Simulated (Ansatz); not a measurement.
Compare A (`C=[N][GeH2][CH3]`) with its isomer B (`C=N[CH2][GeH3]`).

Gas-phase electronic energies from Ansatz, PBE0-D4/def2-TZVP geometries. CCSD(T)/CBS adds triple-zeta CCSD(T) − MP2 to the extrapolated MP2 energy (def2 sets, frozen cores). Functionals use def2-TZVPP. B3LYP here is the variant with VWN-RPA as its local correlation; programs differ in this. For Ge outer-core shells are correlated without core-valence functions, which leaves a few kJ/mol of doubt a bond. Scalar relativity is left out up to krypton. Each species was taken in one conformer, which may not be the lowest.

**Question.** Which is lower in electronic energy at CCSD(T)/CBS, and by how much? (Estimate.)

**Answer.** Ansatz gave: A, by 15.8 kcal/mol.

**Question.** Give E(B) − E(A) in kcal/mol with CCSD/def2-TZVPP, B3LYP-D4, B2PLYP, ωB97M-V, PBE-D4, B3LYP, MP2/def2-TZVPP. (Best estimate.)

**Answer.** The calculation gave: CCSD/def2-TZVPP 16.1, B3LYP-D4 14.8, B2PLYP 15.9, ωB97M-V 15.4, PBE-D4 13.5, B3LYP 14.9, MP2/def2-TZVPP 16.9. None reverses the order clearly.

Largest T1 diagnostic: 0.012.
